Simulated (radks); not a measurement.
Trend from Rb+ to Xe+: ionisation energy by Delta-SCF between NIST ground configurations, and size. Calculated with a radial shooting solver on a logarithmic mesh with Libxc functionals: scalar-relativistic Kohn-Sham, PBE, spin-unpolarised, spherical densities, finite nucleus; Fermi nuclear charge, rms radius of each element as measured or else 0.836 A^(1/3) + 0.57 fm.

[
 {"species": "Rb+", "configuration": "[Kr]", "configuration of the ion": "[Ar] 3d10 4s2 4p5", "IE (eV)": "27.606", "NIST (eV)": "27.290", "kind": "exp.", "outermost": "4p", "<r> outermost (bohr)": "1.71", "r at 0.001 e/bohr^3 (bohr)": "3.64"},
 {"species": "Sr+", "configuration": "[Kr] 5s1", "configuration of the ion": "[Kr]", "IE (eV)": "11.006", "NIST (eV)": "11.030", "kind": "exp.", "outermost": "5s", "<r> outermost (bohr)": "3.90", "r at 0.001 e/bohr^3 (bohr)": "4.47"},
 {"species": "Zr+", "configuration": "[Kr] 4d2 5s1", "configuration of the ion": "[Kr] 4d2", "IE (eV)": "12.940", "NIST (eV)": "13.130", "kind": "exp.", "outermost": "5s", "<r> outermost (bohr)": "3.43", "r at 0.001 e/bohr^3 (bohr)": "4.48"},
 {"species": "Nb+", "configuration": "[Kr] 4d4", "configuration of the ion": "[Kr] 4d3", "IE (eV)": "14.040", "NIST (eV)": "14.320", "kind": "semi-emp.", "outermost": "4d", "<r> outermost (bohr)": "2.06", "r at 0.001 e/bohr^3 (bohr)": "4.09"},
 {"species": "Mo+", "configuration": "[Kr] 4d5", "configuration of the ion": "[Kr] 4d4", "IE (eV)": "15.462", "NIST (eV)": "16.2", "kind": "semi-emp.", "outermost": "4d", "<r> outermost (bohr)": "1.89", "r at 0.001 e/bohr^3 (bohr)": "4.01"},
 {"species": "Tc+", "configuration": "[Kr] 4d5 5s1", "configuration of the ion": "[Kr] 4d5", "IE (eV)": "14.851", "NIST (eV)": "15.260", "kind": "semi-emp.", "outermost": "5s", "<r> outermost (bohr)": "3.04", "r at 0.001 e/bohr^3 (bohr)": "4.22"},
 {"species": "Ru+", "configuration": "[Kr] 4d7", "configuration of the ion": "[Kr] 4d6", "IE (eV)": "18.186", "NIST (eV)": "16.8", "kind": "semi-emp.", "outermost": "4d", "<r> outermost (bohr)": "1.64", "r at 0.001 e/bohr^3 (bohr)": "3.83"},
 {"species": "Rh+", "configuration": "[Kr] 4d8", "configuration of the ion": "[Kr] 4d7", "IE (eV)": "19.511", "NIST (eV)": "18.080", "kind": "semi-emp.", "outermost": "4d", "<r> outermost (bohr)": "1.55", "r at 0.001 e/bohr^3 (bohr)": "3.75"},
 {"species": "Pd+", "configuration": "[Kr] 4d9", "configuration of the ion": "[Kr] 4d8", "IE (eV)": "20.819", "NIST (eV)": "19.4", "kind": "semi-emp.", "outermost": "4d", "<r> outermost (bohr)": "1.46", "r at 0.001 e/bohr^3 (bohr)": "3.67"},
 {"species": "Ag+", "configuration": "[Kr] 4d10", "configuration of the ion": "[Kr] 4d9", "IE (eV)": "22.114", "NIST (eV)": "21.484", "kind": "exp.", "outermost": "4d", "<r> outermost (bohr)": "1.39", "r at 0.001 e/bohr^3 (bohr)": "3.59"},
 {"species": "Cd+", "configuration": "[Kr] 4d10 5s1", "configuration of the ion": "[Kr] 4d10", "IE (eV)": "17.125", "NIST (eV)": "16.908", "kind": "exp.", "outermost": "5s", "<r> outermost (bohr)": "2.65", "r at 0.001 e/bohr^3 (bohr)": "3.86"},
 {"species": "In+", "configuration": "[Kr] 4d10 5s2", "configuration of the ion": "[Kr] 4d10 5s1", "IE (eV)": "19.235", "NIST (eV)": "18.870", "kind": "exp.", "outermost": "5s", "<r> outermost (bohr)": "2.48", "r at 0.001 e/bohr^3 (bohr)": "3.99"},
 {"species": "Sn+", "configuration": "[Kr] 4d10 5s2 5p1", "configuration of the ion": "[Kr] 4d10 5s2", "IE (eV)": "13.953", "NIST (eV)": "14.633", "kind": "exp.", "outermost": "5p", "<r> outermost (bohr)": "2.90", "r at 0.001 e/bohr^3 (bohr)": "4.22"},
 {"species": "Sb+", "configuration": "[Kr] 4d10 5s2 5p2", "configuration of the ion": "[Kr] 4d10 5s2 5p1", "IE (eV)": "15.969", "NIST (eV)": "16.63", "kind": "exp.", "outermost": "5p", "<r> outermost (bohr)": "2.67", "r at 0.001 e/bohr^3 (bohr)": "4.28"},
 {"species": "Te+", "configuration": "[Kr] 4d10 5s2 5p3", "configuration of the ion": "[Kr] 4d10 5s2 5p2", "IE (eV)": "17.925", "NIST (eV)": "18.6", "kind": "exp.", "outermost": "5p", "<r> outermost (bohr)": "2.48", "r at 0.001 e/bohr^3 (bohr)": "4.25"},
 {"species": "I+", "configuration": "[Kr] 4d10 5s2 5p4", "configuration of the ion": "[Kr] 4d10 5s2 5p3", "IE (eV)": "19.847", "NIST (eV)": "19.131", "kind": "exp.", "outermost": "5p", "<r> outermost (bohr)": "2.32", "r at 0.001 e/bohr^3 (bohr)": "4.19"},
 {"species": "Xe+", "configuration": "[Kr] 4d10 5s2 5p5", "configuration of the ion": "[Kr] 4d10 5s2 5p4", "IE (eV)": "21.751", "NIST (eV)": "20.975", "kind": "semi-emp.", "outermost": "5p", "<r> outermost (bohr)": "2.19", "r at 0.001 e/bohr^3 (bohr)": "4.12"}
]

Reference values: NIST Atomic Spectra Database (exp. = measured, semi-emp. = semi-empirical, theory = theoretical value adopted there). Spin polarisation and multiplet splitting are left out, so open shells lie too high by an amount that depends on their filling. Spin-orbit splitting is averaged out at the scalar-relativistic level.

Beside tabulated values, note that spin-unpolarised runs miss the spin-polarisation part of the exchange energy of open shells.
